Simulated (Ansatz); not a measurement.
Reaction (cleavage of the Al–B bond): `[BH2][Al]1[SiH2][S]1` + H–F → `[F][Al]1[SiH2][S]1` + BH₃

Isolated molecules relaxed with PBE0-D4/def2-TZVP in Ansatz; ΔE leaves out vibrations. CBS: MP2 limit from def2 TZ/QZ plus the TZ coupled-cluster correction, frozen cores. This one scheme is used for every species. Functionals use def2-TZVPP.

`[BH2][Al]1[SiH2][S]1`:

Z-matrix (Å, degrees):
```
Si
Al 1 2.337
S 1 2.181 2 57.8
H 1 1.487 2 124.8 3 96.9
H 1 1.487 2 124.8 3 -96.9
B 2 2.099 1 165.2 3 179.9
H 6 1.196 2 121.4 1 -88.6
H 6 1.196 2 121.4 1 89.2
```

H–F:

```xyz
2

F    -0.024    0.457    0.050
H     0.024   -0.457   -0.050
```

`[F][Al]1[SiH2][S]1`:

Cartesian coordinates in Å:
```
F 1.710 -2.387 -0.606
Al 0.760 -1.127 -0.165
Si -0.443 0.836 -0.187
S -0.316 -0.492 1.590
H -1.831 0.982 -0.696
H 0.121 2.187 0.064
```

BH₃:

Z-matrix (Å, degrees):
```
B
H 1 1.193
H 1 1.193 2 120.0
H 1 1.193 2 120.0 3 180.0
```

CCSD(T)/CBS gives -175.6 kJ/mol.

Q: Another level gave -173.9 kJ/mol. Which?
A. PBE0/def2-TZVPP
B. B2PLYP/def2-TZVPP
C. revPBE/def2-TZVPP
D. r2SCAN/def2-TZVPP

A: D. r2SCAN -173.9, B2PLYP -185.4, PBE0 -161.8, revPBE -156.4 kJ/mol.

Largest T1 diagnostic among the species: 0.016.

From PBE to PBE0 (25 % exact exchange), in def2-TZVPP and without D4, ΔE moves by −6.9 kJ/mol. In def2-TZVPP, CCSD(T) changes the Hartree–Fock value by +23.3 kJ/mol (the triples alone add +3.5 kJ/mol) and MP2 by +13.7 kJ/mol.
